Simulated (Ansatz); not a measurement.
`[NH2][SbH2]` at its PBE0-D4/def2-TZVP geometry, where that method's forces vanish. Total charge 0; spin multiplicity 1. Sb: def2 effective core potential.

```xyz
6

N     0.6330    0.7801    0.3195
Sb   -0.9743   -0.4623    0.4594
H     1.2153    0.6093   -0.4899
H     0.3444    1.7496    0.2996
H    -1.2102   -0.8127   -1.2117
H    -0.0083   -1.8641    0.6231
```

(1) What forces (eV/Å) does PBE-D4/def2-TZVPP give on these atoms in Ansatz? (Estimate.)

## Answers

(1) Computed: 
```
N1   0.293 -0.016  0.292
Sb2 -0.489  0.010  0.253
H3   0.191 -0.040 -0.283
H4  -0.107  0.322 -0.023
H5  -0.030 -0.083 -0.233
H6   0.142 -0.193 -0.005
```
